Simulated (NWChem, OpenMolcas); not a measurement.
Exact exchange and the HOMO–LUMO gap of C2H7AlO

C2H7AlO has 11 atoms, charge 0, and is taken as a singlet. SMILES: `C[CH2][AlH][OH]`. The coordinates come from a PBE0-D4/def2-TZVP relaxation. This is one conformer, not always the lowest.

The HOMO–LUMO gap y, in eV, basis 6-31G(d); a is the functional's share of exact exchange. Programs: NWChem 7.3.0, OpenMolcas 26.06.

| functional | program | a | y (eV) |
| --- | --- | --- | --- |
| BLYP | OpenMolcas | 0 | 4.97 |
| r2SCAN | OpenMolcas | 0 | 5.67 |
| B3LYP | NWChem | 0.2 | 6.63 |
| PBE0 | NWChem | 0.25 | ? |
| BHLYP | OpenMolcas | 0.5 | 9.04 |

Fit y = c + s·a to the known rows and predict PBE0.


1. Means of the 4 rows: a = 0.1750, y = 6.577.
2. Σ(Δa)² = 0.1675, Σ(Δa·Δy) = 1.2417, so the slope is 1.2417/0.1675 = 7.4131.
3. Intercept: 6.577 − (7.4131) × 0.1750 = 5.280. The largest residual of the fit is 0.39.
4. PBE0: 5.280 + (7.4131) × 0.25 = 7.13 eV.

The run gave 7.08 eV, so the prediction is off by +0.05 eV, within the largest residual. Exact exchange lowers occupied levels and raises empty ones. The rows mix families of semi-local functionals, which the line can't see.
